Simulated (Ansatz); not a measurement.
Ge(CCH)2H2 (C4H4Ge), relaxed as a singlet with RKS PBE0-D4/def2-SVP in Ansatz, starting from the GFN2-xTB geometry. Force threshold 0.02 eV/Å.

Start:

```xyz
9

Ge    0.118    0.037    0.988
C    -1.535   -0.157    0.078
C    -2.584   -0.276   -0.498
H    -3.503   -0.379   -1.001
C     1.507    0.152   -0.297
C     2.393    0.216   -1.108
H     3.169    0.274   -1.818
H     0.348   -1.161    1.857
H     0.088    1.294    1.801
```

| step | energy (eV) | largest force component (eV/Å) | SCF passes |
| --- | --- | --- | --- |
| 1 | -60704.7315 | 1.273 | 25 |
| 2 | -60704.7919 | 0.236 | 32 |
| 3 | -60704.7936 | 0.015 | 32 |

Force components are those of the run's own axes.

End:

Cartesian coordinates in Å:
```
Ge 0.1173 0.0364 0.9869
C -1.5391 -0.1570 0.0779
C -2.6012 -0.2775 -0.5006
H -3.5417 -0.3840 -1.0118
C 1.5113 0.1505 -0.2980
C 2.4091 0.2179 -1.1146
H 3.2032 0.2786 -1.8378
H 0.3518 -1.1883 1.8785
H 0.0893 1.3233 1.8195
```

By distances, no bond broke or formed. The bond that changes most is Ge1–H9, from 1.50 to 1.53 Å (atoms count from 1).

No frequencies were taken in this run, so the end may be a saddle point.

Run time 8.5 s (2 threads of Intel Xeon 6975P-C on a shared host).
